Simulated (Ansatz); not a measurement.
A geometry relaxed with PBE-D3(BJ)/def2-SVP (Ansatz, an electronic-structure program), charge 0, multiplicity 1:

```xyz
20

C      0.6179    -0.5603     0.2302
C      5.3849     0.7103     0.0577
C     -1.7551    -1.0842     0.2403
H     -4.6294     0.8882     0.0926
S      1.7792     1.4569    -1.0040
C     -0.4565    -1.3863     0.6442
C      2.7759     0.3307    -0.0698
H      6.4532     0.8669     0.1094
H     -1.1775     1.7433    -1.6469
C      4.1728     0.5271     0.0029
H     -3.8094     1.5233    -2.1253
H     -2.5783    -1.7386     0.5691
C      2.0167    -0.6717     0.5157
H     -0.2568    -2.2619     1.2806
Si    -3.8165     0.4313    -1.0907
H      2.4628    -1.4622     1.1331
H     -4.4861    -0.7924    -1.6574
C      0.3277     0.5685    -0.6000
C     -0.9841     0.8693    -1.0058
C     -2.0413     0.0417    -0.5853
```

Write the SMILES of this molecule.

`C#Cc1cc2ccc([SiH3])cc2s1`
